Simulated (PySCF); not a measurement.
H$_{5}$O$_{4}$Si (SMILES O[Si](O)(O)[OH2+]), charge +1, singlet, geometry from GFN2-xTB; CAMB3LYP/STO-3G in PySCF.

Input for PySCF:
```python
from pyscf import gto, scf, dft

mol = gto.Mole()
mol.atom = '''
    O     0.42300775   -0.34215206    1.57256308
    Si    0.20866731   -0.06562924    0.02728980
    O     0.05846469   -1.24648912   -1.02696932
    O     0.88574575    1.28293584   -0.46060890
    O    -1.56857171    0.38716528   -0.10415051
    H     0.19299341   -1.12049991    2.07780759
    H     0.74771201   -1.73532224   -1.47075513
    H     1.58940578    1.76807453   -0.03392037
    H    -1.81823817    1.30180993    0.09082315
    H    -2.02238704    0.05306761   -0.89268722
'''
mol.basis = 'sto-3g'
mol.charge = 1
mol.verbose = 5
mol.build()

mf = dft.RKS(mol)
mf.xc = 'camb3lyp'
mf.grids.level = 5
mf.kernel()
```

Predict the main parts of the log of this PySCF run.


```
PySCF version 2.14.0

[INPUT] verbose = 5
[INPUT] max_memory = 4000
[INPUT] num. atoms = 10
[INPUT] num. electrons = 50
[INPUT] charge = 1
[INPUT] spin (= nelec alpha-beta = 2S) = 0
[INPUT] symmetry False subgroup None
[INPUT] Mole.unit = angstrom
[INPUT] Symbol           X                Y                Z      unit          X                Y                Z       unit  Magmom
[...]
[INPUT] ---------------- BASIS SET ----------------
[INPUT] l, kappa, [nprim/nctr], expnt,             c_1 c_2 ...
[INPUT] H
[...]
                                0.62391373        0.53532814
                                0.1688554         0.44463454
[INPUT] O
[...]
                                23.808861         0.53532814
                                6.4436083         0.44463454
[...]
                                1.1695961         0.39951283
                                0.380389          0.70011547
[...]
                                1.1695961         0.60768372
                                0.380389          0.39195739
[INPUT] Si
[...]
                                74.28083305       0.5353281423
                                20.10329229       0.4446345422
[...]
                                5.389706871       0.3995128261
                                1.752899952       0.7001154689
[...]
                                0.4125648801      0.2255954336
                                0.1614750979      0.900398426
[...]
                                5.389706871       0.6076837186
                                1.752899952       0.3919573931
[...]
                                0.4125648801      0.5951670053
                                0.1614750979      0.462001012

nuclear repulsion = 280.118695174136
number of shells = 22
number of NR pGTOs = 102
number of NR cGTOs = 34
basis = sto-3g
ecp = {}

******** <class 'pyscf.dft.rks.RKS'> ********
method = RKS
initial guess = minao
damping factor = 0
level_shift factor = 0
DIIS = <class 'pyscf.scf.diis.CDIIS'>
diis_start_cycle = 1
diis_space = 8
diis_damp = 0
SCF conv_tol = 1e-09
SCF conv_tol_grad = None
SCF max_cycles = 50
direct_scf = True
direct_scf_tol = 1e-13
XC library pyscf.dft.libxc version 7.1.2
    S. Lehtola, C. Steigemann, M. J. T. Oliveira, and M. A. L. Marques,  SoftwareX 7, 1–5 (2018)
XC functionals = camb3lyp
    T. Yanai, D. P. Tew, and N. C. Handy,  Chem. Phys. Lett. 393, 51 (2004)
radial grids:
    Treutler-Ahlrichs [JCP 102, 346 (1995); DOI:10.1063/1.469408] (M4) radial grids

[...]
[...]
  mo_energy =
[-6.57721979e+01 -1.93272323e+01 -1.91004637e+01 -1.91002276e+01
 -1.90967087e+01 -5.48939069e+00 -3.79154301e+00 -3.79022625e+00
 -3.78979999e+00 -1.37253667e+00 -1.23902726e+00 -1.20380919e+00
 -1.20134409e+00 -8.66639317e-01 -8.36938275e-01 -7.32874198e-01
 -7.20939557e-01 -7.06291140e-01 -6.01433961e-01 -5.27342370e-01
 -4.93216783e-01 -4.69807081e-01 -4.49695204e-01 -4.39156152e-01
 -4.34807957e-01  1.95412505e-02  7.91604681e-02  1.56693341e-01
  1.80732949e-01  1.98897268e-01  2.22651215e-01  3.33482854e-01
  3.77988551e-01  4.25918810e-01]
nelec by numeric integration = 50.0000000784961
E1 = -1358.9041855199862  E2 = 493.25761855677285  Ecoul = 550.4663211747561  Exc = -57.208702617983235
cycle= 8 E= -585.527871789077  delta_E= -4.73e-09  |g|= 2.89e-05  |ddm|= 0.000282
[...]
  mo_energy =
[-6.57721945e+01 -1.93272274e+01 -1.91004812e+01 -1.91002091e+01
 -1.90967181e+01 -5.48938877e+00 -3.79154117e+00 -3.79022418e+00
 -3.78979796e+00 -1.37253469e+00 -1.23902832e+00 -1.20380976e+00
 -1.20134713e+00 -8.66638228e-01 -8.36937812e-01 -7.32876010e-01
 -7.20938659e-01 -7.06292069e-01 -6.01431202e-01 -5.27344223e-01
 -4.93221390e-01 -4.69797262e-01 -4.49702648e-01 -4.39153051e-01
 -4.34812869e-01  1.95416123e-02  7.91606545e-02  1.56694951e-01
  1.80732032e-01  1.98897902e-01  2.22651620e-01  3.33478283e-01
  3.77995196e-01  4.25915645e-01]
nelec by numeric integration = 50.0000000784956
E1 = -1358.9041734701857  E2 = 493.25760650664336  Ecoul = 550.466308800844  Exc = -57.20870229420063
cycle= 9 E= -585.527871789406  delta_E= -3.29e-10  |g|= 1.05e-05  |ddm|= 7.13e-05
[...]
  mo_energy =
[-6.57721904e+01 -1.93272301e+01 -1.91004735e+01 -1.91002199e+01
 -1.90967148e+01 -5.48938586e+00 -3.79153815e+00 -3.79022126e+00
 -3.78979498e+00 -1.37253594e+00 -1.23902821e+00 -1.20381021e+00
 -1.20134605e+00 -8.66639408e-01 -8.36938304e-01 -7.32875327e-01
 -7.20939386e-01 -7.06292226e-01 -6.01432532e-01 -5.27343921e-01
 -4.93219191e-01 -4.69802004e-01 -4.49699061e-01 -4.39154644e-01
 -4.34810770e-01  1.95418024e-02  7.91617241e-02  1.56694374e-01
  1.80732770e-01  1.98898178e-01  2.22651118e-01  3.33480549e-01
  3.77992420e-01  4.25917752e-01]
nelec by numeric integration = 50.00000007849584
E1 = -1358.9041747576875  E2 = 493.2576077941192  Ecoul = 550.4663106172899  Exc = -57.208702823170654
Extra cycle  E= -585.527871789432  delta_E= -2.61e-11  |g|= 8.55e-06  |ddm|= 3.19e-05
converged SCF energy = -585.527871789432
```
